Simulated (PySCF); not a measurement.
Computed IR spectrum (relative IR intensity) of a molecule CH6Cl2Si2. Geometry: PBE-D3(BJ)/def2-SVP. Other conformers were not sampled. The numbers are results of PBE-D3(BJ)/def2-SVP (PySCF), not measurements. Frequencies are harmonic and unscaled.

Lines under 2 % of the strongest are left out, and lines within 2 cm⁻¹ are merged.

| ν (cm⁻¹) | relative intensity |
|---|---|
| 255 | 2.5 |
| 457 | 4.0 |
| 506 | 4.0 |
| 512 | 9.2 |
| 543 | 24 |
| 631 | 12 |
| 650 | 12 |
| 744 | 34 |
| 771 | 17 |
| 832 | 35 |
| 842 | 100 |
| 915 | 54 |
| 921 | 25 |
| 981 | 10 |
| 1032 | 50 |
| 1323 | 2.6 |
| 2177 | 36 |
| 2181 | 17 |
| 2188 | 46 |
| 2204 | 32 |

### Question
Which structure fits?
A. [SiH3]C[SiH](Cl)Cl
B. C[Si]([SiH3])(Cl)Cl
C. Cl[SiH2]C[SiH2]Cl
D. C[SiH2][SiH](Cl)Cl

### Answer
C, Cl[SiH2]C[SiH2]Cl
